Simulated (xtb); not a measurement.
FHSeZn, SMILES [Zn]([SeH])[F]. All values are semi-empirical tight-binding results from xtb (GFN2-xTB unless named), good for trends rather than for accurate numbers. The structure is a stationary point at GFN2-xTB. Other conformers were not sampled.

Optimised geometry:

```xyz
4

Zn     0.3816     0.8973     0.0000
F     -0.7874     2.1491     0.0000
Se    -0.1613    -1.3031     0.0000
H      1.1208    -1.9541     0.0000
```
Charge 0, spin multiplicity 1.

For metal compounds this method's bond lengths and energies can be far off.

Computed properties:
| Item | Value |
|---|---|
| point group as xtb finds it | Cs |
| orbital gap | 2.74 eV |
| zero-point energy | 5.1 kcal/mol |
| G − E(el) at 298.15 K (modified RRHO) | -13.9 kcal/mol |

Computed atomic charges and the Wiberg bond orders between heavy atoms:
charges (e) Zn1 0.31, F2 -0.37, Se3 -0.11, H4 0.18. Bond orders Zn1–F2 0.87, Zn1–Se3 1.06.
